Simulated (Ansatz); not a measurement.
Start from `C=[C]([SiH3])[GaH2]` and change one atom or group to get `C=C([SiH3])NC`.

Ansatz, PBE0-D4/def2-TZVP geometries, multiplicity 1. Each molecule was computed in one conformer, which needn't be the lowest.

Scalar relativity is left out up to krypton.

```
                                        property  `C=[C]([SiH3])[GaH2]`
size of the dipole moment (B3LYP/def2-TZVPP) / D                   0.85
           HOMO energy (ωB97M-V/def2-TZVPP) / eV                  -9.81
             HOMO–LUMO gap (PBE/def2-TZVPP) / eV                   3.75
               LUMO energy (PBE/def2-TZVPP) / eV                  -2.76
         HOMO–LUMO gap (ωB97M-V/def2-TZVPP) / eV                   9.70
              LUMO energy (PBE0/def2-TZVPP) / eV                  -1.90
```

Give the same properties after the change, and the shifts. (Best estimate.)

The calculation gave: 
```json
{"property": "size of the dipole moment (B3LYP/def2-TZVPP) / D", "`C=C([SiH3])NC`": "1.67", "shift": "0.82"}
{"property": "HOMO energy (ωB97M-V/def2-TZVPP) / eV", "`C=C([SiH3])NC`": "-8.12", "shift": "1.69"}
{"property": "HOMO–LUMO gap (PBE/def2-TZVPP) / eV", "`C=C([SiH3])NC`": "4.11", "shift": "0.36"}
{"property": "LUMO energy (PBE/def2-TZVPP) / eV", "`C=C([SiH3])NC`": "-0.71", "shift": "2.05"}
{"property": "HOMO–LUMO gap (ωB97M-V/def2-TZVPP) / eV", "`C=C([SiH3])NC`": "10.35", "shift": "0.65"}
{"property": "LUMO energy (PBE0/def2-TZVPP) / eV", "`C=C([SiH3])NC`": "0.23", "shift": "2.13"}
```

With PBE0 the HOMO rises by 1.74 eV and the LUMO rises by 2.13 eV, so the gap widens by about 0.39 eV. PBE moves the HOMO by 1.69 eV and ωB97M-V by 1.69 eV. Dipoles are sizes alone; their direction can turn.

Positive LUMOs are unbound, so they and the gaps depend on the basis.

B3LYP here is the variant with VWN-RPA as its local correlation; programs differ in this.
